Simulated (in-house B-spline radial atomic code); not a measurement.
## Binding energies in Tl II (Tl+)

NIST's tabulated ground configuration is [Xe] 4f14 5d10 6s2; each binding energy is the energy of the ion with one electron taken from that subshell, relaxed, less that of the parent. Level of theory: Dirac-Hartree-Fock, average of configuration, Fermi nucleus of rms radius 5.4759 fm; calculated with a radial B-spline atomic code at the basis-set limit. Energies include first-order Breit, QED and recoil terms.

```
subshell  X-ray name  binding energy (eV)  -ε (eV)  relaxation (eV)
      1s           K              85539.9  86108.9             95.2
      2s          L1              15367.7  15486.3             57.5
   2p1/2          L2              14713.4  14836.1             62.5
   2p3/2          L3              12671.4  12767.1             58.4
      3s          M1               3727.2   3772.3             32.6
   3p1/2          M2               3435.2   3480.9             33.9
   3p3/2          M3               2976.4   3014.9             31.6
   3d3/2          M4               2500.9   2540.2             34.8
   3d5/2          M5               2404.6   2441.6             34.0
      4s          N1                868.8    886.0             14.3
   4p1/2          N2                742.7    759.5             14.3
   4p3/2          N3                630.5    644.7             13.0
   4d3/2          N4                424.9    438.4             12.9
   4d5/2          N5                  404    416.7             12.5
      5s          O1                155.4    160.2              4.3
   4f5/2          N6                136.4    148.5             12.4
   4f7/2          N7                  132    143.7             12.1
   5p1/2          O2                111.4    115.7              3.9
   5p3/2          O3                91.41    94.82             3.28
   5d3/2          O4                29.39    31.60             2.22
   5d5/2          O5                27.24    29.21             2.02
      6s          P1                18.37    18.76             0.34
```

Relaxation = -ε minus the binding energy without Breit, QED and recoil terms.

Emission lines follow as differences of binding energies, with λ = 12398.42 eV·Å / E:

```csv
line,holes,energy (eV),wavelength (Å)
K-L3,1s → 2p3/2,72868.5,0.17015
K-L2,1s → 2p1/2,70826.5,0.17505
K-M3,1s → 3p3/2,82563.5,0.15017
L3-M5,2p3/2 → 3d5/2,10266.8,1.2076
L2-M4,2p1/2 → 3d3/2,12212.5,1.0152
L1-M3,2s → 3p3/2,12391.3,1.0006
L3-M1,2p3/2 → 3s,8944.2,1.3862
L2-N4,2p1/2 → 4d3/2,14288.5,0.86772
M5-N7,3d5/2 → 4f7/2,2272.6,5.4556
M4-N6,3d3/2 → 4f5/2,2364.5,5.2436
```

Q: What screening constant σ does Moseley's law, E = (3/4)·13.6057 eV·(Z - σ)², need for K-L3?

A: σ = -3.50.

Moseley's non-relativistic formula needs a falling, then negative, screening constant for heavy elements, because relativity binds the 1s electron more strongly than the formula allows.

Q: What does it cost to remove both a 3p1/2 and a 6s electron?

A: 3464.6 eV, which is 11.05 eV more than the two single binding energies together.

Q: What does it cost to remove both a 4f5/2 and a 5p3/2 electron?

A: 246.66 eV, which is 18.86 eV more than the two single binding energies together.

Q: What does it cost to remove both a 3s and a 4p3/2 electron?

A: 4393.2 eV, which is 35.53 eV more than the two single binding energies together.
